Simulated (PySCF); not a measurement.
PySCF input for Ni(OH)2 (H2NiO2), SMILES [OH][Ni][OH] (connectivity only; charge and spin as stated), neutral, multiplicity 3, IEF-PCM-M06-2X/def2-SVP. Coordinates come from a PBE0-D3(BJ)/def2-TZVP optimisation. The spin state was assumed, not searched. One conformer was computed; it need not be the lowest.

```python
import numpy as np
from pyscf import gto, scf, dft
from pyscf.solvent import pcm

mol = gto.M(
    atom='''
    Ni   -0.00000000   -0.00000000    0.02054587
    O     0.00000000    1.74396320   -0.11956619
    H     0.00000000    2.28929805    0.66888737
    O     0.00000000   -1.74396319   -0.11956620
    H     0.00000000   -2.28929806    0.66888738
    ''',
    basis='def2-SVP',
    charge=0,
    spin=2,
    max_memory=1600,
    verbose=3,
)
mf = dft.UKS(mol, xc='m06-2x').density_fit(auxbasis='def2-universal-jkfit')
mf.grids.level = 4
mf.conv_tol = 1e-9
mf.max_cycle = 100
mf.kernel()
fine, coarse = mf.grids, dft.Grids(mol).set(level=1).build(with_non0tab=True)
for _ in range(3):  # follow internal instabilities
    mf.grids = coarse
    mo, _, stable, _ = mf.stability(return_status=True, nroots=4)
    mf.grids = fine
    if stable:
        break
    mf.kernel(mf.make_rdm1(mo, mf.mo_occ))
res = {}
for name, eps in {'water': 78.355, 'tetrahydrofuran': 7.4257, '2-propanol': 19.264}.items():
    s = mf.PCM()
    s.with_solvent.method, s.with_solvent.eps, s.with_solvent.lebedev_order = 'IEF-PCM', eps, 29
    s.kernel(mf.make_rdm1())
    res[name] = (s.e_tot, eps, s.dip_moment(), s.mo_energy, s.converged)
    print(f'{name}: electrostatic solvation free energy {(s.e_tot - mf.e_tot) * 627.509474:.3f} kcal/mol')
```

Program output:

```

WARN: HOMO 0.241240164594747 >= LUMO 0.235357402976627


WARN: HOMO -1.00939133397741 >= LUMO -1.01460832255038

SCF not converged.
SCF energy = -1659.54449325615 after 100 cycles  <S^2> = 2.0080281  2S+1 = 3.0053473
<class 'pyscf.df.df_jk.DFUKS'> wavefunction is stable in the internal stability analysis

WARN: PCM is an experimental feature. It is still in testing.
Features and APIs may be changed in the future.

converged SCF energy = -1659.566308934  <S^2> = 2.0069064  2S+1 = 3.0046007
Dipole moment(X, Y, Z, Debye): -0.00004, -0.04093,  3.62353
water: electrostatic solvation free energy -13.690 kcal/mol

WARN: PCM is an experimental feature. It is still in testing.
Features and APIs may be changed in the future.

converged SCF energy = -1659.56219025761  <S^2> = 2.0070855  2S+1 = 3.0047199
Dipole moment(X, Y, Z, Debye): -0.00009, -0.03876,  3.51278
tetrahydrofuran: electrostatic solvation free energy -11.105 kcal/mol

WARN: PCM is an experimental feature. It is still in testing.
Features and APIs may be changed in the future.

converged SCF energy = -1659.56491219404  <S^2> = 2.0069654  2S+1 = 3.00464
Dipole moment(X, Y, Z, Debye): -0.00003, -0.04019,  3.58564
2-propanol: electrostatic solvation free energy -12.813 kcal/mol
```

The run did not converge; its last values are not results.
